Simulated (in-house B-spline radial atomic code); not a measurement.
Ionising Mg8+ with different functionals

Computed with a radial B-spline atomic code at the basis-set limit: scalar-relativistic (spin-free X2C) Hamiltonian, Fermi nucleus of rms radius 3.057 fm, spin-polarised at highest spin, spherical fractional occupations for the functionals, the average over the highest-spin determinants for Hartree-Fock. The ionisation energy is the difference of two self-consistent energies, [He] 2s2 → [He] 2s1, without Breit or QED terms; ε is the level of the shell that loses the electron (its least bound occupied spin orbital).

```csv
method,rung,ΔSCF (eV),-ε(2s) (eV)
Hartree-Fock,Hartree-Fock,323.96,324.26
HF fractional,Hartree-Fock,323.96,324.26
LDA VWN5,LDA,324.94,308.57
LDA PW92,LDA,324.92,308.56
LDA exchange-only,LDA,322.21,306.47
PBE,GGA,325.99,309.60
PBEsol,GGA,325.12,308.97
BLYP,GGA,325.83,309.65
RPBE,GGA,326.20,309.73
PW91,GGA,326.19,309.77
BP86,GGA,326.03,309.79
AM05,GGA,?,?
OLYP,GGA,325.74,309.86
TPSS,meta-GGA,325.93,310.35
SCAN,meta-GGA,324.75,310.56
r2SCAN,meta-GGA,324.65,310.46
revTPSS,meta-GGA,325.72,310.44
PBE0,global hybrid,325.80,313.57
B3LYP,global hybrid,325.91,312.93
TPSSh,global hybrid,325.87,311.86
BHandHLYP,global hybrid,325.56,317.51
r2SCAN0,global hybrid,324.82,314.14
B97-1,global hybrid,326.15,313.04
HSE06,range-separated hybrid,325.80,313.14
wB97X,range-separated hybrid,323.98,315.90
CAM-B3LYP,range-separated hybrid,?,?
LC-wPBE,range-separated hybrid,326.07,315.55
```

(1) What does CAM-B3LYP give?

(2) What does AM05 give?

(3) Among the functionals, which spreads more, the ΔSCF values or the orbital energies?

(4) How do they compare with the NIST value?

## Answers

(1) ΔSCF 325.76 eV, and -ε(2s) = 314.90 eV.

(2) ΔSCF 324.72 eV, and -ε(2s) = 308.65 eV.

(3) The orbital energies: ΔSCF values span about 3.99 eV and the orbital energies 11.04 eV.

(4) NIST lists 327.99 eV ± 0.04 (semi-empirical, ground level to ground level). Errors run from -5.78 to -1.79 eV; RPBE is closest (-1.79 eV), though others lie within the uncertainty of it, and part of that can be cancellation, since the calculations leave out Breit-QED terms, the near-degeneracy of s² and p². Hartree-Fock also lacks correlation.
